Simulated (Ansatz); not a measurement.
Cost and result for the atomization energy of CH$_{8}$BNOSi (`CB(N)[SiH2]O`) (13 atoms, 12 bonds).

Z-matrix (Å, degrees):
```
C
B 1 1.572
H 1 1.095 2 114.0
H 1 1.096 2 110.2 3 121.4
H 1 1.095 2 111.1 3 -122.4
N 2 1.393 1 120.4 3 -3.7
Si 2 2.030 1 122.3 3 177.2
H 6 1.009 2 123.0 1 -1.1
H 6 1.006 2 123.6 1 179.6
O 7 1.663 2 113.7 1 -45.9
H 7 1.502 2 109.9 1 -169.9
H 7 1.490 2 111.9 1 71.8
H 10 0.957 7 116.6 2 -53.3
```

The species carries charge 0 and has multiplicity 1. All single points use the PBE0-D4/def2-TZVP geometry. It is one conformer, not always the lowest. Program: Ansatz. All runs use 4 threads of an Arm Neoverse V1 on a shared host. Times are those of one run each, without the atoms' runs, and a repeat can differ threefold. Electronic energies, without spin–orbit coupling; frozen cores. CCSD(T)/CBS adds CCSD(T) − MP2 in def2-TZVPP to the MP2 limit, and its time is that of the two runs behind it. T1 = 0.012. B3LYP takes the VWN-RPA correlation (the form of Gaussian; ORCA's B3LYP/G).

CCSD(T)/CBS is a level of theory with its own doubt, some kJ/mol a heavy atom from the limit and from the frozen cores, so smaller differences don't rank the functionals.

| level | functions | wall time | atomization (kJ/mol) | difference from CCSD(T)/CBS | per bond |
| --- | --- | --- | --- | --- | --- |
| PBE-D4/def2-TZVPP (with forces) | 278 | 2.9 s | 4876.7 | 68.0 | 5.7 |
| PBE0-D4/def2-TZVPP | 278 | 3.4 s | 4803.7 | -5.0 | -0.4 |
| r2SCAN-D4/def2-TZVPP (with forces) | 278 | 5.5 s | 4816.3 | 7.6 | 0.6 |
| B3LYP-D4/def2-TZVPP (with forces) | 278 | 5.5 s | 4824.1 | 15.4 | 1.3 |
| B2PLYP/def2-TZVPP | 278 | 6 s | 4767.0 | -41.7 | -3.5 |
| ωB97X-V/def2-TZVPP | 278 | 9 s | 4827.2 | 18.5 | 1.5 |
| ωB97M-V/def2-TZVPP (with forces) | 278 | 13 s | 4829.6 | 20.9 | 1.7 |
| MP2/def2-QZVPP | 538 | 29 s | 4814.0 | 5.3 | 0.4 |
| CCSD(T)/def2-TZVPP | 278 | 3.9 min | 4682.4 | -126.3 | -10.5 |
| CCSD(T)/CBS(def2) | – | 4.4 min | 4808.7 | 0.0 | 0.0 |

From PBE to PBE0 (25 % exact exchange), in def2-TZVPP and without D4, the atomization energy moves by −69.4 kJ/mol: exact exchange takes away binding that semilocal exchange gives to molecules. The D4 term adds +38.2 kJ/mol with B3LYP and +20.3 kJ/mol with PBE0; it sums over pairs of atoms, weighted by their polarisabilities, and B3LYP, whose exchange is more repulsive, gets the larger term. In def2-TZVPP, CCSD(T) changes the Hartree–Fock value by +1139.9 kJ/mol (the triples alone add +60.0 kJ/mol) and MP2 by +1196.4 kJ/mol; breaking electron pairs costs correlation energy, which Hartree–Fock lacks.
